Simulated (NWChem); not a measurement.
# Correlation energy of CHF

```xyz
3

C      0.5606    -0.4527     0.0000
F     -0.5266     0.2642     0.0000
H      1.3753     0.3381     0.0000
```
Charge 0, spin multiplicity 1.

Everything below was run with NWChem. All single points use one geometry, from B3LYP/def2-SVP, a minimum by its harmonic frequencies.

Basis set: cc-pVTZ. Each correlation energy counts from its own Hartree-Fock reference.

The correlated methods keep 2 core orbitals frozen. The structure started from a generated list of species. Coupled-cluster values serve here as a point of comparison, not as the truth.

Task: Order these methods by the correlation energy they give, lowest first: RI-MP2, SCS-MP2, CR-CCSD[T], CR-CCSD(T).

Result: CR-CCSD[T] (-416.7 mHa), CR-CCSD(T) (-415.8 mHa), RI-MP2 (-387.2 mHa), SCS-MP2 (-384.6 mHa)
